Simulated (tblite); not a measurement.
Species: C3H6OSi.
Cartesian coordinates in Å at the GFN2-xTB level; atoms count from 1:
```xyz
11
C3H6OSi angstrom
O      0.9278   -1.8106    1.1850
C      0.4912   -0.9301    0.4988
C     -0.8868   -0.8019   -0.1231
Si    -0.5940    1.0744   -0.3560
C      1.1279    0.3977    0.1331
H     -0.9304   -1.3629   -1.0560
H     -1.6826   -1.1846    0.5124
H     -0.7384    1.6012   -1.7098
H     -1.2259    1.9187    0.6531
H      1.8090    0.2665   -0.7071
H      1.7076    0.8342    0.9437
```

Level: GFN2-xTB in tblite, geometry and Hessian alike; calculated harmonic values, unscaled, isolated species. Against measured fundamentals such values can be off by several per cent, at times by over 20. Modes of hydrogen on silicon can be 10 to 20 % off. One conformer, not necessarily the lowest.

Harmonic wavenumbers (cm⁻¹): 60.9, 402.3, 436.7, 444.4, 463.7, 524.4, 581.8, 609.4, 702.0, 758.5, 769.9, 774.4, 890.4, 905.2, 1069.6, 1084.8, 1145.2, 1158.7, 1418.3, 1423.3, 1818.2, 2293.3, 2299.4, 2986.0, 2989.5, 3012.6, 3014.3.

A = 9304, B = 3103, C = 2507 MHz; mass 86.019 u (most abundant isotopes); point group Cs, symmetry number 1.

Question: Zero-point energy?

Answer: Half the sum of the wavenumbers: 17019 cm⁻¹ = 203.59 kJ/mol.

Question: Entropy at 298.15 K, 1 bar (ideal gas, RRHO, classical rotation)?

Answer: Translation 164.41, rotation 108.36, vibration 45.48: S = 318.2 J/(mol K).

Question: And Cp and H(298.15 K) − H(0)?

Answer: Cp = 100.48 J/(mol K), of which vibrations give 67.22 (their classical limit is 27 R = 224.5); H(298.15 K) − H(0) = 17.91 kJ/mol without the zero-point energy, 7.99 from vibrations.

Question: What must be added to the electronic energy to get the Gibbs energy at 298.15 K and 1 bar?

Answer: ZPE + [H(298.15 K) − H(0)] − T·S = 203.59 + 17.91 − 94.89 = 126.61 kJ/mol.

Question: Blend soft modes into free rotors: weight 1/[1 + (100 cm⁻¹/ν̃)⁴] for the oscillator and the rest for a rotor with moment μB/(μ + B), μ = h/(8π²ν), B = 10⁻⁴⁴ kg m². What vibrational entropy results?

Answer: 41.54 J/(mol K) in place of 45.48, which changes −T·S at 298.15 K by +1.17 kJ/mol.

Hindered rotation and anharmonicity are outside this model. Other conformers, if any are populated, would add a mixing term that is left out.

On one thread, Arm Neoverse V1 (aarch64), shared host, this took 0.22 s. This covers the Hessian and the dipole derivatives.
